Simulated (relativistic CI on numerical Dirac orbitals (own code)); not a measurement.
## V⁴⁺ in a cubic cluster: 2p photoemission with charge transfer

Computed with a charge-transfer multiplet model of a cubic metal-ligand cluster with up to 2 ligand holes, Slater and spin-orbit integrals from Dirac-Coulomb-Breit ions, Slater integrals scaled by 0.8. The ground state mixes d1 with configurations of k ligand holes L, whose averages lie at kΔ + k(k − 1)U_dd/2; a core hole lowers each added d electron by U_cd. 300 K, Lorentzian 0.6 eV and Gaussian 0.8 eV FWHM.

Atomic integrals in eV (Slater integrals scaled, ζ unscaled), ground: F2dd 8.057, F4dd 5.049, zeta_d 0.029; with the core hole: F2dd 8.057, F4dd 5.049, zeta_d 0.047, zeta_core 4.606, F2cd 5.989, G1cd 4.613, G3cd 2.623. Where a configuration has fewer than two d electrons, the dd integrals are those of d2.

Cluster parameters (eV): Δ = 1.8, U_dd = 6.3, U_cd = 8.1, 10Dq = 1.9, 10Dq(ligand) = 0.6, final-state hopping factor = 1.

```csv
Case,n_d,d1,d2L,d3L2,S
"V(eg) = 0.45 eV, V(t2g) = -0.25 eV",1.33,0.67,0.32,0.01,0.50
"V(eg) = 1.35 eV, V(t2g) = -0.74 eV",1.56,0.49,0.46,0.05,0.50
"V(eg) = 1.65 eV, V(t2g) = -0.9 eV",1.61,0.45,0.48,0.06,0.50
```

Weights, n_d and S are thermal averages at 300 K. Binding energies count from the first peak over 30 % of the highest in each spectrum, which can be another peak from case to case. The parameters are a model scan and need not match a compound or its usual spin state. Peaks in eV (height, largest 100):
- V(eg) = 0.45 eV, V(t2g) = -0.25 eV: 0.0 (35), 8.5 (100), 12.4 (14), 15.5 (48), 19.1 (7)
- V(eg) = 1.35 eV, V(t2g) = -0.74 eV: 0.0 (100), 4.7 (27), 8.1 (83), 13.8 (30), 18.0 (15), 21.0 (12)
- V(eg) = 1.65 eV, V(t2g) = -0.9 eV: 0.0 (100), 8.1 (61), 16.5 (18), 19.1 (10)

For the case V(eg) = 1.35 eV, V(t2g) = -0.74 eV, Δ = 1.8 eV is smaller than U_dd = 6.3 eV, the charge-transfer side of the Zaanen-Sawatzky-Allen scheme. With the core hole the average of the configuration with one ligand hole lies at Δ − U_cd = -6.3 eV before mixing: it lies below the unscreened one, so the lowest final states are mostly screened and the unscreened weight appears at higher binding energy as a satellite.

With at most 2 ligand holes the space is cut while the next configuration still counts, so covalency is underestimated, and a final configuration with one more ligand hole, which can lie low, is missing from the spectra.
